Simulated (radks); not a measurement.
Problem. Zn XIV, 17 electrons, occupied as [He] 2s2 2p(1/2: 2, 3/2: 3) 3s2 3p6 (not the ground configuration). All-electron calculation, Dirac Kohn-Sham, BLYP, spin-unpolarised, spherical densities, finite nucleus; Fermi nuclear charge, rms radius 3.9283 fm. Program: a radial shooting solver on a logarithmic mesh with Libxc functionals.

Spin-orbit splittings of the eigenvalues, e(l+1/2) - e(l-1/2), with zeta = 2 splitting/(2l+1) and mean radii in bohr:

| shell | occ. | splitting (eV) | zeta (eV) | <r> j=l-1/2 | <r> j=l+1/2 |
|---|---|---|---|---|---|
| 2p | 5 | 24.76 | 16.50 | 0.1922 | 0.1955 |
| 3p | 6 | ? | ? | 0.5792 | 0.5851 |

Estimate the 3p splitting.

Solution. 4.747 eV (zeta = 3.165 eV).
